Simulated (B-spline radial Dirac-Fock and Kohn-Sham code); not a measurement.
Relativistic shifts of the levels of Ne⁺

System: Ne⁺, [He] 2s2 2p5.

Both columns are ΔSCF binding energies of the configuration average from a B-spline atomic structure program: non-relativistic Hartree-Fock with a point nucleus, and Dirac-Fock with a finite nucleus and the Coulomb interaction alone, averaged over the two j levels with weights 2j+1.

```csv
shell,Hartree-Fock (eV),Dirac-Fock (eV),shift (eV),shift (%)
1s,895.0,896.2,+1.17,+0.13
2s,68.84,68.98,+0.15,+0.22
2p,41.05,41.03,-0.02,-0.04
```

Relativity binds 1s, 2s more strongly, among those listed most of all 2s in relative terms, and 2p more weakly.

Values without a named source are computed, but for edge energies of neutral atoms, which are taken from tables.
